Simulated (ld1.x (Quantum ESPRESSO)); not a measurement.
# O, TM: configuration errors across variants

oxygen, norm-conserving Troullier–Martins (Kleinman–Bylander form), made with ld1.x (Quantum ESPRESSO) 7.5 (PBEsol, non-relativistic). Core [He], reference 2s2 2p4. Waves: 2s (bound): rc 0.70 bohr; 2p (bound): rc 1.65 bohr. Local part: all-electron potential smoothed inside 0.70 bohr (lloc = -1). Core correction: a·sin(br)/r model core inside 0.60 bohr.

All-electron excitation energies from the reference (eV): (1) 2s2 2p3 16.368; (2) 2s2 2p2 49.853; (3) 2s2 2p1 103.563; (4) 2s1 2p5 14.801; (5) 2s2 2p3.5 6.258; (6) 2s2 2p0 180.205; (7) 2s0 2p6 29.640.

1 further variants failed, have other tests or another functional or relativity, and are left out.

Errors AE − PS in meV (a dash: test not solved or not reliable):

| change | (1) | (2) | (3) | (4) | (5) | (6) | (7) | bound ghosts |
| --- | --- | --- | --- | --- | --- | --- | --- | --- |
| base | +25 | +242 | +1034 | +9.2 | +3.3 | +3020 | +39 | none |
| wave 2p (bound): rc 1.65 bohr becomes 2p (bound): rc 1.08 bohr | +3.6 | +40 | +196 | +10 | +0.4 | +669 | +42 | none |
| wave 2s (bound): rc 0.70 bohr becomes 2s (bound): rc 0.88 bohr | +25 | +245 | +1043 | +9.8 | +3.4 | +3042 | +42 | none |
| type PAW; waves now 2s (bound): rcut 0.60, rcutus 0.70 bohr; 2s channel at 1.2 Ry: rcut 0.60, rcutus 0.70 bohr; 2p (bound): rcut 1.45, rcutus 1.65 bohr; 2p channel at -0.25 Ry: rcut 1.45, rcutus 1.65 bohr; local potential all-electron potential smoothed inside 0.90 bohr (lloc = -1); augmentation BG, radius 0.65 bohr | +20 | +91 | +250 | +139 | +4.6 | – | – | none |
| all radii but the core radius scaled by about 0.83 (s 0.58, p 1.36 bohr); local potential all-electron potential smoothed inside 0.58 bohr (lloc = -1) | +10 | +106 | +482 | +18 | +1.3 | +1512 | +81 | none |
| local potential all-electron potential smoothed inside 1.30 bohr (lloc = -1) | +21 | +219 | +968 | +9.2 | +2.5 | +2886 | +39 | none |
| core correction none | +25 | +247 | +1060 | +10 | +3.4 | +3117 | +37 | none |

(1) Give the same row for: local potential the p channel.

Results:

(1) -2.3, +132, +833, +9.0, -2.9, +2809, +38; bound ghosts: none.
